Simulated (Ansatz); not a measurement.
C8H16 (`CC(C)/C=C/C(C)C`) from Hartree–Fock to CCSD(T)

Cartesian coordinates in Å:
```
C -0.153 -0.161 3.059
C -0.525 0.729 1.874
C 0.458 1.877 1.726
C -0.678 -0.106 0.638
C -0.024 0.030 -0.509
C -0.202 -0.847 -1.709
C 1.097 -1.577 -2.038
C -0.680 -0.031 -2.906
H -0.869 -0.977 3.186
H -0.128 0.414 3.988
H 0.835 -0.605 2.907
H -1.514 1.158 2.092
H 0.177 2.546 0.909
H 1.467 1.506 1.526
H 0.497 2.465 2.645
H -1.401 -0.919 0.721
H 0.706 0.831 -0.621
H -0.968 -1.594 -1.471
H 1.896 -0.863 -2.263
H 0.973 -2.223 -2.912
H 1.427 -2.193 -1.199
H -0.814 -0.667 -3.785
H -1.629 0.465 -2.693
H 0.052 0.741 -3.164
```

Charge 0, multiplicity 1. The geometry is a stationary point of PBE0-D4/def2-TZVP. It is one conformer, not always the lowest. Frozen core, restricted reference, Ansatz. CBS rows extrapolate triple and quadruple zeta; past MP2 they add the triple-zeta difference.

```csv
basis,HF (Eh),MP2 corr.,CCSD corr.,(T),CCSD(T) total
def2-TZVPP,-312.36491,-1.38526,-1.46685,-0.06104,-313.89280
def2-QZVPP,-312.37943,-1.47067,–,–,–
CBS(def2),-312.38143,-1.53393,-1.61551,as TZ,-314.05798
```
